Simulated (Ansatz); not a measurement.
C$_{6}$H$_{16}$O$_{4}$Ti, SMILES `CC(C)[O][Ti]([OH])([OH])[O]C(C)C`, relaxed with RKS PBE0-D4/def2-TZVP in Ansatz from a PBE-D4/def2-SVP geometry. The force threshold is 0.005 eV/Å; the program also tests the step.

Total charge 0; spin multiplicity 1.

Start:

```xyz
27

C    -2.030    1.308    2.005
C    -0.557    0.951    2.199
C     0.392    2.059    1.737
O    -0.277   -0.253    1.509
Ti    1.040   -1.273    0.823
O     2.644   -0.743    1.489
O     0.769   -3.014    1.262
O     0.999   -1.021   -0.951
C     0.355   -0.381   -2.037
C    -1.157   -0.593   -1.948
C     0.954   -0.901   -3.344
H    -2.303    2.204    2.599
H    -2.241    1.521    0.936
H    -2.677    0.467    2.324
H    -0.379    0.766    3.287
H     0.225    2.285    0.663
H     0.238    2.991    2.317
H     1.444    1.732    1.868
H     3.306   -0.212    1.014
H    -0.008   -3.538    1.002
H     0.562    0.715   -1.962
H    -1.536   -0.239   -0.969
H    -1.399   -1.672   -2.046
H    -1.686   -0.044   -2.754
H     0.760   -1.989   -3.447
H     0.513   -0.381   -4.218
H     2.050   -0.745   -3.358
```

Q: By how much does the energy fall, and how many steps does the optimiser take? (An estimate is asked.)

A: Computed: 13.96 kJ/mol, in 77 steps, 4 of them rejected.

Q: Which bonds change most? (An estimate is asked.)

A: The calculation gave: O4–Ti5 from 1.801 to 1.779 Å; C9–H21 from 1.118 to 1.098 Å; C2–H15 from 1.117 to 1.099 Å; C3–H18 from 1.109 to 1.091 Å.

Q: Give the relaxed structure. (Estimate.)

A: Ansatz gave: 
```xyz
27

C    -1.655    1.387    1.529
C    -0.553    0.875    2.437
C     0.434    1.962    2.818
O     0.124   -0.187    1.818
Ti    1.131   -0.817    0.494
O     2.872   -0.392    0.788
O     0.922   -2.617    0.396
O     0.626   -0.086   -1.048
C     0.014   -0.291   -2.299
C    -1.432   -0.703   -2.102
C     0.800   -1.313   -3.096
H    -2.219    2.184    2.019
H    -1.227    1.783    0.604
H    -2.345    0.581    1.273
H    -1.006    0.471    3.352
H     0.883    2.396    1.921
H    -0.066    2.758    3.374
H     1.233    1.552    3.438
H     3.461    0.099    0.214
H     0.355   -3.172    0.931
H     0.041    0.673   -2.824
H    -1.967    0.041   -1.508
H    -1.480   -1.664   -1.582
H    -1.938   -0.806   -3.064
H     0.799   -2.275   -2.576
H     0.360   -1.451   -4.087
H     1.834   -0.988   -3.221
```
